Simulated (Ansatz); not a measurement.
Two isomers of CH7ClSiSn: A = `[SiH3][CH2][SnH2][Cl]`, B = `[CH3][SnH]([SiH3])[Cl]`.

Computed with Ansatz on PBE0-D4/def2-TZVP structures; ΔE is electronic, products minus reactants. CBS: MP2 limit from def2 TZ/QZ plus the TZ coupled-cluster correction, frozen cores. Functionals use def2-TZVPP. B3LYP here is the variant with VWN-RPA as its local correlation; programs differ in this. def2 core potentials past Kr. For Sn outer-core shells are correlated without core-valence functions, which leaves a few kJ/mol of doubt a bond. One conformer a species, not always the lowest.

**Question.** Which isomer does CCSD(T)/CBS put lower? Give the gap. (Estimate.)

**Answer.** Ansatz gave: B, by 6.9 kcal/mol.

**Question.** Give E(B) − E(A) in kcal/mol with PBE-D4, MP2/def2-TZVPP, ωB97M-V, B3LYP, HF/def2-TZVPP, B2PLYP, r2SCAN-D4. (Best estimate.)

**Answer.** Computed: PBE-D4 -9.0, MP2/def2-TZVPP -5.8, ωB97M-V -6.1, B3LYP -8.5, HF/def2-TZVPP -6.0, B2PLYP -7.3, r2SCAN-D4 -7.6. None reverses the order clearly.

Largest T1 diagnostic: 0.011.

From PBE to PBE0 (25 % exact exchange), in def2-TZVPP and without D4, E(B) − E(A) moves by +0.9 kcal/mol. The D4 term adds +0.8 kcal/mol with B3LYP and +0.4 kcal/mol with PBE0; it sums over pairs of atoms, weighted by their polarisabilities, and B3LYP, whose exchange is more repulsive, gets the larger term.
